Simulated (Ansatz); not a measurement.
Gas-phase electronic energies from Ansatz, PBE0-D4/def2-TZVP geometries. CCSD(T)/CBS adds triple-zeta CCSD(T) − MP2 to the extrapolated MP2 energy (def2 sets, frozen cores). DFT in def2-TZVPP. One conformer a species, not always the lowest.

Reaction (formal exchange of groups at a C–C bond): `CC(=O)O[SiH3]` + `CB[SiH2]C` → `C[SiH2]B(C)C` + `O=CO[SiH3]`

`CC(=O)O[SiH3]`:

```xyz
11

C     1.204    0.976   -1.206
C     0.605   -0.025   -0.273
O     1.144   -1.027    0.120
O    -0.639    0.298    0.112
Si   -1.397   -0.783    1.173
H     0.572    1.076   -2.090
H     2.205    0.664   -1.492
H     1.237    1.953   -0.721
H    -2.717   -0.149    1.390
H    -1.561   -2.110    0.540
H    -0.653   -0.873    2.448
```

`CB[SiH2]C`:

Z-matrix (Å, degrees):
```
C
B 1 1.552
H 1 1.093 2 114.5
H 1 1.091 2 116.4 3 130.5
H 1 1.105 2 103.1 3 -113.5
Si 2 2.018 1 124.7 3 -150.2
H 2 1.202 1 117.9 3 33.1
C 6 1.879 2 114.9 1 1.1
H 6 1.496 2 107.7 1 123.2
H 6 1.495 2 109.0 1 -122.1
H 8 1.092 6 111.3 2 179.3
H 8 1.093 6 110.9 2 -60.5
H 8 1.093 6 110.8 2 59.2
```

`C[SiH2]B(C)C`:

Cartesian coordinates in Å:
```
C 1.816 0.560 1.607
Si 1.329 0.290 -0.188
B -0.624 -0.176 -0.490
C -1.198 -0.126 -1.942
C -1.541 -0.603 0.701
H 2.881 0.779 1.704
H 1.260 1.397 2.039
H 1.598 -0.329 2.205
H 2.151 -0.826 -0.755
H 1.691 1.503 -0.986
H -1.585 0.901 -2.049
H -2.053 -0.788 -2.107
H -0.470 -0.254 -2.746
H -2.614 -0.530 0.498
H -1.327 -1.674 0.852
H -1.314 -0.125 1.657
```

`O=CO[SiH3]`:

Cartesian coordinates in Å:
```
O 0.674 1.657 0.510
C -0.017 0.923 1.157
O -0.466 -0.253 0.729
Si -0.028 -0.741 -0.837
H -0.360 1.136 2.180
H -0.688 -2.058 -0.966
H -0.557 0.213 -1.835
H 1.441 -0.877 -0.937
```

```json
{"level": "PBE-D4", "ΔE (kJ/mol)": "-23.0"}
{"level": "ωB97X-V", "ΔE (kJ/mol)": "-16.0"}
{"level": "ωB97M-V", "ΔE (kJ/mol)": "-18.6"}
{"level": "r2SCAN", "ΔE (kJ/mol)": "-19.3"}
{"level": "PBE0", "ΔE (kJ/mol)": "-18.6"}
{"level": "MP2/def2-TZVPP", "ΔE (kJ/mol)": "-21.5"}
{"level": "SCS-MP2/def2-TZVPP", "ΔE (kJ/mol)": "-18.4"}
{"level": "MP2/CBS(def2)", "ΔE (kJ/mol)": "-21.7"}
```

Task: What does CCSD(T)/CBS give? (Best estimate.)

Result: Ansatz gave: -19.2 kJ/mol. The listed levels differ from it by -3.8, 3.2, 0.6, -0.1, 0.6, -2.3, 0.8, -2.5 kJ/mol.

Largest T1 diagnostic among the species: 0.016.

From PBE to PBE0 (25 % exact exchange), in def2-TZVPP and without D4, ΔE moves by +3.1 kJ/mol. In def2-TZVPP, CCSD(T) changes the Hartree–Fock value by −11.6 kJ/mol (the triples alone add −1.5 kJ/mol) and MP2 by −14.2 kJ/mol.
